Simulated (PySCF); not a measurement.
HCl$_{2}$OTi (SMILES [OH][Ti+]([Cl])[Cl]), charge +1, singlet, at a GFN2-xTB geometry (such geometries of metal compounds can be far from the true shape) (the multiplicity is a formal guess); B3LYP/6-31G* run with PySCF.

PySCF was given this input:
```python
from pyscf import gto, scf, dft

mol = gto.Mole()
mol.atom = '''
    Ti    0.12390598    0.11494892    0.56608490
    Cl   -1.28243410   -1.29189440   -0.14479010
    Cl    0.22989792    1.49208641   -1.03198747
    O     1.59064046   -0.61057994    0.82154334
    H     2.44206012   -1.04750071    0.97900448
'''
mol.basis = '6-31g*'
mol.charge = 1
mol.verbose = 4
mol.build()

mf = dft.RKS(mol)
mf.xc = 'b3lyp'
mf.init_guess = '1e'
mf = mf.newton()
mf.kernel()
mf.analyze()
```

### Question
Predict the main parts of the log of this PySCF run.

### Answer

```
PySCF version 2.14.0

[INPUT] verbose = 4
[INPUT] num. atoms = 5
[INPUT] num. electrons = 64
[INPUT] charge = 1
[INPUT] spin (= nelec alpha-beta = 2S) = 0
[INPUT] symmetry False subgroup None
[INPUT] Mole.unit = angstrom
[INPUT] Symbol           X                Y                Z      unit          X                Y                Z       unit  Magmom
[INPUT]  1 Ti     0.123905980000   0.114948920000   0.566084900000 AA    0.234148367396   0.217221977115   1.069745424252 Bohr   0.0
[INPUT]  2 Cl    -1.282434100000  -1.291894400000  -0.144790100000 AA   -2.423449221803  -2.441326597859  -0.273613634548 Bohr   0.0
[INPUT]  3 Cl     0.229897920000   1.492086410000  -1.031987470000 AA    0.434444105407   2.819634669085  -1.950173682283 Bohr   0.0
[INPUT]  4 O      1.590640460000  -0.610579940000   0.821543340000 AA    3.005874832052  -1.153828863753   1.552491912060 Bohr   0.0
[INPUT]  5 H      2.442060120000  -1.047500710000   0.979004480000 AA    4.614824806522  -1.979489457187   1.850050341922 Bohr   0.0

nuclear repulsion = 349.765711996021
number of shells = 36
number of NR pGTOs = 230
number of NR cGTOs = 86
basis = 6-31g*
ecp = {}

******** <class 'pyscf.soscf.newton_ah.SecondOrderRKS'> ********
method = SecondOrderRKS
initial guess = 1e
damping factor = 0
level_shift factor = 0
DIIS = <class 'pyscf.scf.diis.CDIIS'>
diis_start_cycle = 1
diis_space = 8
diis_damp = 0
SCF conv_tol = 1e-09
SCF conv_tol_grad = None
SCF max_cycles = 50
direct_scf = True
direct_scf_tol = 1e-13
XC library pyscf.dft.libxc version 7.1.2
    S. Lehtola, C. Steigemann, M. J. T. Oliveira, and M. A. L. Marques,  SoftwareX 7, 1–5 (2018)
XC functionals = b3lyp
    P. J. Stephens, F. J. Devlin, C. F. Chabalowski, and M. J. Frisch,  J. Phys. Chem. 98, 11623 (1994)
radial grids:
    Treutler-Ahlrichs [JCP 102, 346 (1995); DOI:10.1063/1.469408] (M4) radial grids

becke partition: Becke, JCP 88, 2547 (1988); DOI:10.1063/1.454033
pruning grids: <function nwchem_prune>
grids dens level: 3
symmetrized grids: False
atomic radii adjust function: <function treutler_atomic_radii_adjust>
small_rho_cutoff = 0
******** <class 'pyscf.dft.rks.RKS'> Newton solver flags ********
SCF tol = 1e-09
conv_tol_grad = None
max. SCF cycles = 50
direct_scf = True
direct_scf_tol = 1e-13
max_cycle_inner = 12
max_stepsize = 0.05
ah_start_tol = 1e+09
ah_level_shift = 0
ah_conv_tol = 1e-12
ah_lindep = 1e-14
ah_start_cycle = 1
ah_max_cycle = 40
ah_grad_trust_region = 2.5
kf_interval = 4
kf_trust_region = 5
canonicalization = True
Set conv_tol_grad to 3.16228e-05
Initial guess from hcore.
  HOMO = -22.0832399780744  LUMO = -22.0719876769945  gap/eV = 0.30619
tot grids = 82560
  HOMO = -0.129278071762975  LUMO = -0.0194985534805756  gap/eV = 2.98725
Initial guess E= -1781.77152610058  |g|= 8.37094
macro= 0  E= -1798.73869259824  delta_E= -16.9672  |g|= 6.70784  3 KF 15 JK
macro= 1  E= -1814.4065172482  delta_E= -15.6678  |g|= 9.93602  3 KF 15 JK
macro= 2  E= -1830.01866692261  delta_E= -15.6121  |g|= 8.92976  3 KF 15 JK
macro= 3  E= -1838.24263827632  delta_E= -8.22397  |g|= 5.89986  3 KF 15 JK
macro= 4  E= -1844.438354513  delta_E= -6.19572  |g|= 1.9638  3 KF 15 JK
macro= 5  E= -1845.19808291881  delta_E= -0.759728  |g|= 0.290497  3 KF 13 JK
macro= 6  E= -1845.48166852034  delta_E= -0.283586  |g|= 0.177868  3 KF 11 JK
macro= 7  E= -1845.48786277878  delta_E= -0.00619426  |g|= 4.56471e-05  7 KF 30 JK
macro= 8  E= -1845.48786277888  delta_E= -1.00499e-10  |g|= 1.68756e-05  1 KF 3 JK
Canonicalize SCF orbitals
macro X = 9  E=-1845.48786277888  |g|= 1.68756e-05  total 30 KF 142 JK
converged SCF energy = -1845.48786277888
**** SCF Summaries ****
Total Energy =                       -1845.487862778879617
Nuclear Repulsion Energy =             349.765711996021082
One-electron Energy =                -3221.153881711086797
Two-electron Energy =                 1025.900306936186325
Two-electron Coulomb Energy =         1133.248603162057179
DFT Exchange-Correlation Energy =     -107.348296225870939
HOMO-LUMO gap [eV] =                     2.987252849072026
**** MO energy ****
MO #1   energy= -179.20768613033   occ= 2
MO #2   energy= -101.736665613332  occ= 2
MO #3   energy= -101.736506157901  occ= 2
MO #4   energy= -20.2499912580988  occ= 2
MO #5   energy= -19.424386676639   occ= 2
MO #6   energy= -16.965014062359   occ= 2
MO #7   energy= -16.9624014984678  occ= 2
MO #8   energy= -16.9623506492041  occ= 2
MO #9   energy= -9.67185424988908  occ= 2
MO #10  energy= -9.67170610549228  occ= 2
MO #11  energy= -7.43000480818289  occ= 2
MO #12  energy= -7.42985475077242  occ= 2
MO #13  energy= -7.42794619205047  occ= 2
MO #14  energy= -7.42779521678781  occ= 2
MO #15  energy= -7.42639114406448  occ= 2
MO #16  energy= -7.42624506826661  occ= 2
MO #17  energy= -2.70118023815116  occ= 2
MO #18  energy= -1.82397476479724  occ= 2
MO #19  energy= -1.81071303090684  occ= 2
MO #20  energy= -1.80778158118254  occ= 2
MO #21  energy= -1.23330417855942  occ= 2
MO #22  energy= -1.02484878404285  occ= 2
MO #23  energy= -1.01728019785214  occ= 2
MO #24  energy= -0.778591265009095 occ= 2
MO #25  energy= -0.628493414697297 occ= 2
MO #26  energy= -0.625743268031383 occ= 2
MO #27  energy= -0.589638676377073 occ= 2
MO #28  energy= -0.58745751967466  occ= 2
MO #29  energy= -0.573568639391535 occ= 2
MO #30  energy= -0.551941264982784 occ= 2
MO #31  energy= -0.544239337168027 occ= 2
MO #32  energy= -0.523091931750891 occ= 2
MO #33  energy= -0.361419532875501 occ= 0
MO #34  energy= -0.347219665849644 occ= 0
MO #35  energy= -0.331563785247554 occ= 0
MO #36  energy= -0.301935145837438 occ= 0
MO #37  energy= -0.290233741742052 occ= 0
MO #38  energy= -0.219709699120157 occ= 0
MO #39  energy= -0.148647283626751 occ= 0
MO #40  energy= -0.117888043692751 occ= 0
 ** Mulliken pop on meta-lowdin orthogonal AOs  **
 ** Mulliken pop  **
 ** Mulliken atomic charges  **
charge of    0Ti =      1.31765
charge of    1Cl =     -0.13161
charge of    2Cl =     -0.13212
charge of    3O =     -0.46301
charge of    4H =      0.40909

WARN: System has nonzero charge 1; the dipole moment is origin-dependent.
Location of origin: [0. 0. 0.]

Dipole moment(X, Y, Z, Debye):  2.34742,  0.15831,  4.64144
```
